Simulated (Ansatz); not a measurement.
`[SiH3]C[SiH2][TeH]`, charge 0, multiplicity 1.

Problem. Give a relaxed structure at PBE0-D4/def2-TZVP (the Gaussian-basis code of Ansatz). (Best estimate.)

Solution. The calculation gave: 
Cartesian coordinates in Å:
```
Si 1.2376 -0.9466 0.7492
C -0.2872 0.1363 0.9159
Si -1.3048 0.2866 -0.6422
Te 0.0733 0.8505 -2.6493
H 2.3508 -0.1926 0.1221
H 1.6766 -1.4109 2.0938
H 0.9330 -2.1422 -0.0817
H -0.9385 -0.2757 1.6958
H 0.0184 1.1335 1.2476
H -1.9072 -1.0254 -0.9946
H -2.3888 1.2896 -0.4743
H 0.5367 2.2969 -1.9824
```
This is one stationary point; other conformers may exist.
